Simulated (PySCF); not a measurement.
CH6CdGeO, SMILES C[O][Cd][GeH3]. Atoms are numbered in the order given.

```xyz
10

Cd    -0.0202    -0.1126    -0.4560
O     -0.2784    -0.6211    -2.3560
C     -1.4749    -1.0185    -2.9543
H     -2.2702    -0.2421    -2.9260
H     -1.2926    -1.2392    -4.0246
H     -1.9118    -1.9415    -2.5147
Ge     0.4913     0.5559     1.8955
H      1.2632    -0.5455     2.6424
H      1.3406     1.8378     1.9502
H     -0.8039     0.8259     2.6808
```
Charge 0, spin multiplicity 1.

Geometry: r2SCAN-D4/def2-SVP. The def2 effective core potentials stand for the cores of Cd; spin–orbit coupling is left out. Other conformers were not sampled.

Computed with r2SCAN-D4/def2-SVP run with PySCF 2.14.0.

Frequencies are harmonic and unscaled.

**Question.** Estimate the vibrational spectrum. (The exact figures need the calculation; the answer reports its results.)

**Answer.** 
```tsv
mode	ν (cm⁻¹)	IR (km/mol)	moving atoms (share of kinetic energy)
1	12	1.0	H 80 %, C 11 %
2	61	1.6	Cd 35 %, C 31 %, H 17 %, Ge 15 %
3	69	2.9	H 46 %, Cd 25 %, O 14 %, Ge 9 %
4	118	9.2	H 48 %, O 40 %, Cd 11 %
5	184	6.7	O 33 %, C 32 %, H 18 %, Ge 9 %
6	218	1.3	Ge 54 %, Cd 30 %, O 13 %
7	422	2.3	H 94 %
8	423	2.6	H 93 %
9	514	65.7	O 62 %, Cd 19 %, C 12 %
10	783	293.3	H 97 %
11	891	32.9	H 99 %
12	892	33.2	H 99 %
13	1130	291.0	O 48 %, C 44 %
14	1168	0.0	H 77 %, C 19 %
15	1183	7.2	H 71 %, C 20 %, O 9 %
16	1469	16.0	H 94 %
17	1471	0.8	H 96 %
18	1476	86.9	H 90 %, C 9 %
19	2128	89.8	H 100 %
20	2140	104.8	H 98 %
21	2140	104.8	H 98 %
22	2922	227.8	H 97 %
23	2980	87.4	H 90 %, C 10 %
24	3026	67.7	H 91 %, C 9 %
```
